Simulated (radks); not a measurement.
Species: Mg2+. Configuration: [Ne].

Calculated with a radial shooting solver on a logarithmic mesh with Libxc functionals: scalar-relativistic Kohn-Sham, SCAN, spin-unpolarised, spherical densities, finite nucleus; meta-GGA in the generalised Kohn-Sham scheme; Fermi nuclear charge, rms radius 3.057 fm.

Energy parts (hartree):
total: -199.57440
kinetic: 199.84800
electron-nucleus: -471.38914
Hartree: 88.08325
exchange-correlation: -16.11651

Orbitals (lengths in bohr, moments of r in powers of bohr; <r^-3> diverges for s and p1/2; r(90%) holds 90 % of the orbital's charge):
orbital  occ.  eigenvalue (hartree)  <r^-3>    <r^2>  r(90%)
1s          2             -47.37808       -  0.02300   0.233
2s          2              -3.78746       -   0.5762    1.10
2p          6              -2.50094   25.82   0.5910    1.16

The highest occupied level is 2p at -68.054 eV. For comparison, the ionisation energy in NIST's Atomic Spectra Database is 80.144 eV (measured). In exact Kohn-Sham theory the highest level is minus the ionisation energy, but local and semilocal functionals leave it too shallow, through self-interaction and a potential that decays too fast; potentials with the right tail come closer. The electron density at the nucleus is 1158 e/bohr^3 (large components only).
